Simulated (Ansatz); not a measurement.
One change: `CC(C)(C)[CH2][AlH][Cl]` becomes `CC(C)(C)O[Si]Cl`.

Ansatz, PBE0-D4/def2-TZVP geometries, multiplicity 1. Each molecule was computed in one conformer, which needn't be the lowest.

```
                                          property  `CC(C)(C)[CH2][AlH][Cl]`
               HOMO–LUMO gap (PBE/def2-TZVPP) / eV                      4.63
size of the dipole moment (ωB97M-V/def2-TZVPP) / D                      2.32
           HOMO–LUMO gap (ωB97M-V/def2-TZVPP) / eV                     10.49
                LUMO energy (PBE0/def2-TZVPP) / eV                     -1.02
  size of the dipole moment (B3LYP/def2-TZVPP) / D                      2.32
                 LUMO energy (PBE/def2-TZVPP) / eV                     -1.81
```

(1) What does the change do to each property? (Best estimate.)

Answers

(1) Computed: 
```csv
property,`CC(C)(C)O[Si]Cl`,shift
HOMO–LUMO gap (PBE/def2-TZVPP) / eV,3.58,-1.05
size of the dipole moment (ωB97M-V/def2-TZVPP) / D,2.33,0.01
HOMO–LUMO gap (ωB97M-V/def2-TZVPP) / eV,9.55,-0.94
LUMO energy (PBE0/def2-TZVPP) / eV,-1.73,-0.71
size of the dipole moment (B3LYP/def2-TZVPP) / D,2.35,0.03
LUMO energy (PBE/def2-TZVPP) / eV,-2.52,-0.71
```

With PBE0 the HOMO rises by 0.47 eV and the LUMO falls by 0.71 eV, so the gap narrows by about 1.18 eV. PBE moves the HOMO by 0.34 eV and ωB97M-V by 0.57 eV. Dipoles are sizes alone; their direction can turn.

B3LYP here is the variant with VWN-RPA as its local correlation; programs differ in this.
